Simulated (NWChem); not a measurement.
System: C2H6BCl; SMILES CCBCl

```xyz
10

B     -0.5223    -0.1434    -0.1534
H     -1.7086    -0.0217    -0.3489
Cl     0.0531    -1.7892     0.0626
C      0.4703     1.0577    -0.1543
C     -0.1266     2.4262     0.1605
H      0.8649     1.0510    -1.1942
H      1.3539     0.8383     0.4686
H     -0.4801     2.4793     1.2021
H     -0.9901     2.6477    -0.4857
H      0.6066     3.2355     0.0236
```
Atoms are numbered in this order, from 1.

All runs: NWChem. Geometry: optimised at PBE0/def2-SVP.

**Question.** Order these by “dipole (D)”, lowest first: PBE0/def2-SVPD; PBE0/def2-TZVP; PBE0/def2-SVP.

**Answer.** PBE0/def2-SVP (1.25), PBE0/def2-TZVP (1.36), PBE0/def2-SVPD (1.45)
